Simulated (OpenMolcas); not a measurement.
**W III: terms and fine structure**

- Program: OpenMolcas 26.06
- Method: CASSCF
- Basis: ANO-RCC-VTZP [8s7p5d3f2g1h]
- Scalar Hamiltonian: DKH2, point nucleus
- Active space: 4 electrons in 5 orbitals (5d)
- State averaging: 2S+1 = 5 even, 5 roots; 2S+1 = 3 even, 45 roots kept (CI in the orbitals of an earlier block); 2S+1 = 1 even, 50 roots kept (CI in the orbitals of an earlier block)
- Spin-orbit coupling: state interaction with AMFI integrals over the reference wave functions, term energies averaged over their components

Spin-free terms above the lowest, with the occupations of the reference:

```json
{"Configuration": "5d4", "Term": "5D", "E (cm-1)": "0.0", "Occupations": "5d 4.00"}
{"Configuration": "5d4", "Term": "3H", "E (cm-1)": "14617", "Occupations": "5d 4.00"}
{"Configuration": "5d4", "Term": "3P(1)", "E (cm-1)": "16466", "Occupations": "5d 4.00"}
{"Configuration": "5d4", "Term": "3F(1)", "E (cm-1)": "16810", "Occupations": "5d 4.00"}
{"Configuration": "5d4", "Term": "3G", "E (cm-1)": "18245", "Occupations": "5d 4.00"}
{"Configuration": "5d4", "Term": "1I", "E (cm-1)": "21926", "Occupations": "5d 4.00"}
{"Configuration": "5d4", "Term": "1G(1)", "E (cm-1)": "23274", "Occupations": "5d 4.00"}
{"Configuration": "5d4", "Term": "3D", "E (cm-1)": "23324", "Occupations": "5d 4.00"}
{"Configuration": "5d4", "Term": "1S(1)", "E (cm-1)": "27048", "Occupations": "5d 4.00"}
{"Configuration": "5d4", "Term": "1D(1)", "E (cm-1)": "28629", "Occupations": "5d 4.00"}
{"Configuration": "5d4", "Term": "1F", "E (cm-1)": "32810", "Occupations": "5d 4.00"}
{"Configuration": "5d4", "Term": "3F(2)", "E (cm-1)": "38625", "Occupations": "5d 4.00"}
{"Configuration": "5d4", "Term": "3P(2)", "E (cm-1)": "38968", "Occupations": "5d 4.00"}
{"Configuration": "5d4", "Term": "1G(2)", "E (cm-1)": "43876", "Occupations": "5d 4.00"}
{"Configuration": "5d4", "Term": "1D(2)", "E (cm-1)": "58837", "Occupations": "5d 4.00"}
{"Configuration": "5d4", "Term": "1S(2)", "E (cm-1)": "76512", "Occupations": "5d 4.00"}
```

With spin-orbit coupling, above the lowest level:

```tsv
Configuration	Term	J	E (cm-1)	Measured (cm-1)	g	Term weight %	Second
5d4	5D	0	0.0	0.0		84	14 3P(1)
5d4	5D	1	1608	2256	1.500	92	7 3P(1)
5d4	5D	2	3537	4461	1.493	96	
5d4	5D	3	5441	6278	1.486	95	3 3F(1)
5d4	5D	4	7225	7687	1.474	90	9 3F(1)
5d4	3P(1)	0	15152	9904		74	15 5D
5d4	3H	4	16386	13701	0.905	66	14 3G
5d4	3H	5	19314		1.061	83	17 3G
5d4	3G	3	19754		0.898	58	37 3F(1)
5d4	3P(1)	1	19855	12881	1.447	88	6 5D
5d4	3F(1)	2	20629		0.724	86	9 1D(1)
5d4	3H	6	20868		1.143	85	15 1I
5d4	3F(1)	4	22540		1.093	42	27 3G
5d4	3P(1)	2	24723		1.395	70	27 3D
5d4	3G	4	24772		1.088	48	28 1G(1)
5d4	3F(1)	3	25451		0.968	60	36 3G
5d4	3G	5	27334		1.173	83	17 3H
5d4	3D	3	28283		1.292	86	6 1F
5d4	1I	6	29460		1.025	85	15 3H
5d4	3D	2	29496		1.169	48	20 1D(1)
5d4	3D	1	30713		0.562	94	5 3P(1)
5d4	1G(1)	4	33568		1.048	61	19 3F(1)
5d4	1S(1)	0	35325			85	12 3P(1)
5d4	1D(1)	2	36672		1.059	57	17 3D
5d4	1F	3	39158		1.034	77	10 3D
5d4	3P(2)	2	43731		1.419	87	6 3F(2)
5d4	3F(2)	4	44838		1.220	85	10 1G(2)
5d4	3F(2)	2	46166		0.742	83	8 1D(1)
5d4	3F(2)	3	46874		1.074	84	14 1F
5d4	3P(2)	1	47945		1.494	99	
5d4	3P(2)	0	50091			94	3 1S(1)
5d4	1G(2)	4	51263		1.026	88	10 3F(2)
5d4	1D(2)	2	65640		1.001	98	
5d4	1S(2)	0	83578			98	2 3P(2)
```

Against the 7 measured excited levels shown (NIST levels as listed in McCann et al., Mon. Not. R. Astron. Soc. 538, 537 (2025)) the mean absolute deviation is 2500 cm-1; the largest miss in energy is 5d4 3P1(1): computed 19855, measured 12881 cm-1 (+54.1 %).

Spin-orbit coupling puts the lowest level 6272 cm-1 below the lowest spin-free term.

A least-squares Racah fit to the terms below 60000 cm-1, each weighted by 2L + 1 and with a free common offset, gives B = 726 cm-1 and C = 2929 cm-1 (C/B = 4.04), with an rms deviation of 0 cm-1.

For 5D the intervals divided by the larger J are 1608.2, 964.2, 634.8, 445.9 cm-1. Landé's interval rule makes them equal in pure LS coupling; they differ by 127 % of their mean. The multiplet is regular.

Configurations with an s electron lie low in 5d ions of this charge, fall among these levels and mix in, so low-spin terms can stand far too high, up to twice their true height, and weights are not those of the real levels. Without dynamic correlation excited terms often stand tens of per cent too high (terms of higher spin than the ground term too low), and those without a measured partner can miss by more than the paired ones. Some levels mix across a computed gap that differs much from the measured one, so their mixing is not that of the real levels. Terms from blocks run as CI alone lack orbitals of their own. Measured partners are found by configuration, term and J. A level has none where our copy of the source lacks it or the pairing is in doubt (some pairs that miss far off the trend of their configuration count as doubtful), and it then counts in no deviation. Levels of configurations outside the active space are missing.

The term weight is that of the spin-free term in the level, not the purity of its configuration. A number in round brackets counts repeated terms of one configuration in the order of the reference energies.
